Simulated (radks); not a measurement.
Problem. Radial electron density D(r) = 4 pi r^2 rho(r) of an atom or ion with 10 electrons. Method: Dirac Kohn-Sham, LB94 model potential, spin-unpolarised, spherical densities, finite nucleus; Fermi nuclear charge, rms radius of each element as measured or else 0.836 A^(1/3) + 0.57 fm; computed with a radial shooting solver on a logarithmic mesh with Libxc functionals.

```
   r/bohr * D(r) (the largest magnitude, 49.1, reaches the edge; | marks zero)
 0.002114 | *
 0.002624 |  *
 0.003256 |    *
 0.004074 |      *
 0.005056 |         *
 0.006326 |             *
 0.007851 |                  *
 0.009744 |                        *
  0.01219 |                               *
  0.01513 |                                      *
  0.01878 |                                             *
  0.02349 |                                                 *
  0.02916 |                                                  *
  0.03618 |                                                *
  0.04527 |                                           *
  0.05618 |                                        *
  0.07029 |                                         *
  0.08724 |                                              *
   0.1083 |                                                     *
   0.1355 |                                                      *
   0.1681 |                                             *
   0.2086 |                             *
    0.261 |             *
    0.324 |    *
   0.4021 |*
    0.503 *
   0.6243 *
```

What is the nuclear charge?

Solution. Z = 37. The innermost maximum, from 1s, lies near gamma/Z bohr with gamma = sqrt(1 - (Z/c)^2) = 0.963, here 0.026 bohr (found: 0.0280), and its height grows with Z. The density is that of the rubidium ion Rb27+ in [Ne]; the configuration itself is not fixed sharply by these data, and Z only to a few units. D(r) has 2 maxima, at r = 0.0280, 0.125 bohr, and minima at 0.0614 bohr, inside which lie 2.14 electrons.
